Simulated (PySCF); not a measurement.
Molecule: In2(mu-NH2)2(F)4, H4F4In2N2, singlet. Atoms near the plane z = 0.0 Å, at the B3LYP/def2-SVP optimised geometry (x, y, z in Å): In1 (-0.2, -0.8, 0.0), N3 (-1.0, 1.2, 0.0), H4 (-1.7, 1.4, -0.7), H5 (-0.3, 2.0, -0.1), F6 (1.7, -0.8, 0.0).

Calculation: B3LYP/def2-TZVP, def2 effective core potentials past Kr (PySCF 2.14.0). The core electrons that the potentials of In replace are not part of the density. Cells within 0.4 Å of a nucleus heavier than hydrogen are left out (blank, or x). The values are rescaled to run from 0 to 1.

```
|000000000000000000000000000|
|000000000000000000000000000|
|000000011111110000000000000|
|000001122233322100000000000|
|000011233344433210000000000|
|000112344555554310000000000|
|000123455666765321000000000|
|001234566777765321000000000|
|011234567xx8765321000000000|
|011234567xxx764321110000000|
|011234567xx7654332222100000|
|001123456777654433333221000|
|000122345666655444554332000|
|000012345566776556666532100|
|000012234578997667887643200|
|000012234689xx9768xx8653200|
|00001234568xxx9778xx8653200|
|000012345679998667887643200|
|000012345567876556776543100|
|000012345555665545555432100|
|000012344555444433443321000|
|000012334444333222222210000|
|000001233333322111111000000|
|000001122222211000000000000|
|000000011111100000000000000|
|000000000000000000000000000|
|000000000000000000000000000|
```
Scale: ten equal steps from 0.000 (start of '0') to 1.00 (end of '9'), in the order '0123456789'; x runs from -4.00 to 4.00, y from -4.00 (bottom) to 4.00 (top).

Question: Which quantity is mapped?
A. log10 of the electron density
B. electron localisation function
C. electrostatic potential
D. deformation density (molecule minus spherical neutral atoms)

Answer: A, log10 of the electron density. In full: log10 of the electron density (e/bohr³), floored at −4.
